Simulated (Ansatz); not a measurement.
Mulliken charges of BFGeH4O, SMILES `FB[O][GeH3]` from ωB97M-V/def2-TZVPP in Ansatz (PBE0-D4/def2-TZVP geometry).

```json
{"atom": "F1", "x (Å)": "2.431", "y (Å)": "-0.608", "z (Å)": "-1.253", "charge (e)": "-0.243"}
{"atom": "B2", "x (Å)": "1.456", "y (Å)": "-0.010", "z (Å)": "-0.577", "charge (e)": "0.291"}
{"atom": "O3", "x (Å)": "0.292", "y (Å)": "-0.651", "z (Å)": "-0.436", "charge (e)": "-0.388"}
{"atom": "Ge4", "x (Å)": "-1.168", "y (Å)": "-0.067", "z (Å)": "0.428", "charge (e)": "0.267"}
{"atom": "H5", "x (Å)": "1.675", "y (Å)": "1.082", "z (Å)": "-0.125", "charge (e)": "0.008"}
{"atom": "H6", "x (Å)": "-0.871", "y (Å)": "1.331", "z (Å)": "0.989", "charge (e)": "0.027"}
{"atom": "H7", "x (Å)": "-1.434", "y (Å)": "-1.090", "z (Å)": "1.535", "charge (e)": "0.019"}
{"atom": "H8", "x (Å)": "-2.288", "y (Å)": "-0.044", "z (Å)": "-0.616", "charge (e)": "0.019"}
```

Task: By hand: the dipole of these point charges (1 e Å = 4.8032 D).

Result: Σ q r = (-0.673, 0.403, 0.463) e Å, of length 0.911 e Å = 4.38 D.

Task: How does the dipole of the full density compare? (Estimate.)

Result: The calculation gave: (-0.478, 0.214, 0.293) e Å, 2.88 D; the point charges give 1.52 times that, at 6° from its direction.

Point charges leave out the atoms' own dipoles, such as those of lone pairs, and Mulliken's split depends on the basis, so the two needn't agree.
